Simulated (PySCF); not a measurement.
Computed with PBE0-D4/def2-TZVP // PBE0-D4/def2-SVP (PySCF 2.14.0). Gas-phase values, no solvent. One relaxed conformer stands for a flexible species; it need not be the lowest. Excitations are Tamm–Dancoff values on a coarser integration grid. The basis has no diffuse functions, so Rydberg states are missing or too high.

Reference species (SMILES): `[NH2][GeH2][CH]=O` (neutral, multiplicity 1).

```
Item                   Result
-------------------  --------
T1 excitation (TDA)   2.54 eV
HOMO–LUMO gap         5.33 eV
LUMO                 -1.42 eV
```

Changed species: `[GeH2]([GeH2][GeH2][GeH2][GeH2][GeH2][CH]=O)[NH2]` (n = 6; the reference has n = 1).

Task: What does the change do to the T1 excitation (TDA), HOMO–LUMO gap and LUMO?

Result: the T1 excitation (TDA) increases by 0.04 eV, to 2.58 eV; the HOMO–LUMO gap decreases by 0.40 eV, to 4.93 eV; the LUMO falls by 0.30 eV, to -1.72 eV.
